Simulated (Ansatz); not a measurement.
Input for Ansatz (a program for electronic structure): R-B3LYP/def2-TZVPPD on H7PSi (a complex). Files ending in .json are basis or fitting sets from the Basis Set Exchange.

Ansatz 0.2 input:
```yaml
crystal:
  periodic: [false, false, false]
  atoms:
    - {symbol: Si, position_ang: [-0.22715473, -0.01711905, 0.00445102]}
    - {symbol: H, position_ang: [-0.54673780, 1.34543988, 0.48454813]}
    - {symbol: H, position_ang: [-1.15566798, -0.98985786, 0.62142424]}
    - {symbol: H, position_ang: [1.16441058, -0.35825056, 0.37385341]}
    - {symbol: H, position_ang: [-0.37105497, -0.06596733, -1.46884053]}
    - {symbol: P, position_ang: [0.16831307, 0.11784078, 4.09950644]}
    - {symbol: H, position_ang: [0.87470179, 0.98219870, 3.22470179]}
    - {symbol: H, position_ang: [0.46239426, -1.03718388, 3.33069503]}
    - {symbol: H, position_ang: [-1.07282266, 0.33700842, 3.44925447]}
basis:
  gaussian:
    orbitals: def2-TZVPPD.json
hamiltonian:
  xc: {name: B3LYP}
scf: {lower_state_search: off}
```

Output:

```
WARN ansatz: RAYON_NUM_THREADS=1 ignored (pool sized by the plan → 1); use --threads N
Functional definition: B3LYP
these checks for a lower state are left out or cut short: stability, starts, cluster_reference, orbital_swaps, neighbouring_geometries, increment
integrals: 0.12 GiB planned
1063 factors; their error is unknown
mean field: 1.02 GiB planned
mean field evaluation 1: about -17280.8220 eV, gradient 1.7e1 eV
mean field evaluation 2: about -17281.4356 eV, gradient 1.1e1 eV
mean field evaluation 4: about -17281.7712 eV, gradient 3.1e-1 eV
mean field evaluation 8: about -17281.7888 eV, gradient 6.1e-3 eV
mean field -17281.78877027 eV, -635.0940232902 hartree, gradient 5.1e-6 eV, S^2 0.000000; 0 other end points of the search recorded, 0 dependent functions left out
reference -17281.78905419 eV, -635.0940337243 hartree; 18, 18 occupied and 197, 197 virtual orbitals, 1063 factors
Total energy: -17281.78905419 eV, -635.0940337243 hartree
Checks for a lower state left out: stability, starts, cluster_reference, orbital_swaps, neighbouring_geometries, increment
```

The run converged.

Cost: around 4 core-seconds (rough).
